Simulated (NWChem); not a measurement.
## Atomisation of ethylenediamine (C$_{2}$H$_{8}$N$_{2}$)

```
C
H 1 1.1024
H 1 1.1150 2 105.90
N 1 1.4582 2 108.95 3 123.43
H 4 1.0194 1 110.56 2 -54.65
H 4 1.0212 5 105.99 1 119.65
C 1 1.5273 2 108.00 3 -116.04
H 7 1.1024 1 108.00 2 -60.19
H 7 1.1150 8 105.90 1 116.04
N 7 1.4582 8 108.95 9 123.43
H 10 1.0194 7 110.56 8 -54.65
H 10 1.0212 11 105.99 7 119.65
```
Charge 0, spin multiplicity 1.

Program: NWChem. The geometry was optimised at B3LYP/def2-SVP, a minimum by its harmonic frequencies. It is one conformer; others weren't searched.

Basis set: def2-TZVP. The atomisation energy is electronic alone: no zero-point, thermal, spin-orbit or counterpoise terms. No value is extrapolated to the basis-set limit. Free atoms are single determinants with multiplicities N 4, C 3, H 2. Correlated methods freeze the same cores in atoms and molecule, 4 orbitals in all.

B3LYP has NWChem's definition, with VWN1-RPA local correlation. No SCF solution was tested for a lower state. Open-shell Hartree-Fock references start from PBE0 orbitals.

**Question.** For the atomisation energy, HF gives 727.8 kcal/mol and MP2 gives 1004.1 kcal/mol. What do PBE, B3LYP, LDA (SVWN5) give?

**Answer.** PBE: 1060.9 kcal/mol; B3LYP: 1039.1 kcal/mol; LDA (SVWN5): 1195.3 kcal/mol.
